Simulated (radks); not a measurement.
Initial-state core-level shifts of the dysprosium ion Dy2+ when its valence configuration changes from [Xe] 4f10. All-electron calculation, scalar-relativistic Kohn-Sham, LDA (Slater exchange, Perdew-Wang correlation), spin-polarised, spherical densities, finite nucleus; open shells are filled with parallel spins first (spin-orbit coupling, left out, can overturn this in heavy ions); Fermi nuclear charge, rms radius 5.2218 fm. Program: a radial shooting solver on a logarithmic mesh with Libxc functionals. Shifts are changes of the shell-averaged eigenvalues in eV (positive: less bound); the change of the density at the nucleus, which sets a Mossbauer isomer shift, is in e/bohr^3, on a base of 7.744e+05.

valence,3s,3p,3d,4s,density at nucleus
4f9 6p1,-11.648,-11.631,-11.565,-11.292,+33.59
4f9 5d1,-7.750,-7.732,-7.647,-7.371,+29.20
4f9.5 5d0.5,-3.705,-3.697,-3.657,-3.546,+13.77
4f8 5d2,-16.731,-16.691,-16.502,-15.706,+64.51
4f9 6s1,-10.396,-10.379,-10.312,-10.032,+87.40
4f9.5 6p0.5,-5.583,-5.576,-5.545,-5.441,+15.52
4f8.5 5d1 6s0.5,-13.476,-13.448,-13.322,-12.814,+75.93
4f8 6s2,-22.765,-22.727,-22.577,-21.739,+197.75
